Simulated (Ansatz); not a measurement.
Mulliken charges of AsF$_{3}$ (`F[As](F)F`) from ωB97M-V/def2-TZVPP in Ansatz (PBE0-D4/def2-TZVP geometry).

```csv
atom,x (Å),y (Å),z (Å),charge (e)
F1,-0.446,0.396,1.363,-0.330
As2,-0.462,-0.457,-0.126,0.991
F3,1.204,-0.866,-0.113,-0.330
F4,-0.296,0.928,-1.124,-0.330
```

Task: By hand: the dipole of these point charges (1 e Å = 4.8032 D).

Result: Σ q r = (-0.610, -0.604, -0.166) e Å, of length 0.874 e Å = 4.20 D.

Task: How does the dipole of the full density compare? (Estimate.)

Result: Ansatz gave: (-0.368, -0.364, -0.100) e Å, 2.53 D; the point charges give 1.66 times that, at 0° from its direction.

Point charges leave out the atoms' own dipoles, such as those of lone pairs, and Mulliken's split depends on the basis, so the two needn't agree.
